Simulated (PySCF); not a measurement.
HCl₂Ge (SMILES [Cl][GeH][Cl]), doublet, at a GFN2-xTB geometry. Base run: PySCF with BLYP/def2-SV(P).

Here is a job for PySCF.
```python
from pyscf import gto, scf, dft

mol = gto.M(
    atom='''
Cl   -0.52382962   -1.71635521   -0.35222265
Ge    0.50980526    0.01171883    0.42282189
Cl   -0.54790634    1.69400340   -0.41771353
H     1.90574293    0.00497817   -0.44138541
''',
    basis='def2-sv(p)',
    spin=1,
    verbose=4,
)

mf = dft.UKS(mol)
mf.xc = 'blyp'
mf.kernel()
mf.analyze()
```

Each row names what was changed in the base input (with any setting that the change needs).

```
change                                     ΔE vs base (mEh)  grid points  electrons on the grid        outcome
-----------------------------------------  ----------------  -----------  ---------------------  -------------
base                                                  0.000        68208               67.00000      converged
grids.radi_method = delley                            0.005        70528               67.00000      converged
grids.prune = dft.gen_grid.treutler_prune            -0.001        65776               67.00000      converged
grids.prune = off                                    -0.001       123600               67.00000      converged
grids.atom_grid = (75, 302)                           0.002        55176               67.00001      converged
grids.level = 0                                       115.1         6320               66.98694      converged
grids.atom_grid = (150, 974)                         -0.001       301440               67.00000      converged
grids.prune = dft.gen_grid.sg1_prune                      -            -                      -  input refused
grids.radi_method = gauss_chebyshev                   0.000        67176               67.00000      converged
grids.level = 2                                       0.003        41904               67.00001      converged
grids.becke_scheme = stratmann                        0.000        68208               67.00000      converged
```

Open shells are given as the SCF converged; they aren't shown to be the lowest states, and a large step between rows can be another state.

- grids.prune = dft.gen_grid.sg1_prune: ended with `IndexError: index 32 is out of bounds for axis 0 with size 19`
